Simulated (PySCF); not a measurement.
# Shapes and spin states of TlS₂

These are results of PBE0/[Tl def2-SVP with ECP60, S def2-SVP], scalar-relativistic core potentials, density fitting, no spin–orbit coupling, PySCF, not measurements.

Relaxations began from a few typed shapes and spin states; open shells are unrestricted. The search is not exhaustive: other isomers or separated fragments can lie lower, and high-lying points may rest on an excited occupation.

Problem. Which is the lowest minimum found?
A. doublet C2v: S–S 2.013 Å, Tl–S 2.802 Å (×2); S–S–Tl 68.9° (×2), S–Tl–S 42.1°
B. quartet C2v: S–S 2.447 Å, Tl–S 2.854 Å (×2); S–S–Tl 64.6° (×2), S–Tl–S 50.8°
C. quartet Cs: S–S 2.478 Å, Tl–S 2.690 Å, Tl–S 3.168 Å; S–S–Tl 55.3°, S–S–Tl 75.5°, S–Tl–S 49.2°
D. quartet Cs: S–S 1.915 Å, Tl–S 3.133 Å; S–S–Tl 122.0°

Solution. A. The others lie at 215.4 (quartet Cs), 277.4 (quartet Cs, a saddle point), 278.0 (quartet C2v, a saddle point) kJ/mol above it.

For the lowest minimum: spin–orbit coupling, left out here, can matter for elements this heavy.
